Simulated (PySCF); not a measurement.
CHO₃, SMILES C([O-])(O)=O, charge -1.

The structure is a stationary point at PBE-D3(BJ)/def2-SVPD. Other conformers were not sampled.

These are PBE/def2-TZVPD in PySCF values and carry that method's errors.

 A positive occupied level means that this level leaves the electron formally unbound; only the finite basis holds it.

- total energy = -264.31161 hartree
- point group = Cs
- highest occupied level = 0.06 eV
- lowest empty level = 3.53 eV
- orbital gap = 3.46 eV
- dipole moment about the centre of nuclear charge = 0.514 e·Å
- mean static polarisability = 39.5 bohr³ (5.85 Å³)
- polarisability, principal values = 27.7, 43.4, 47.3 bohr³
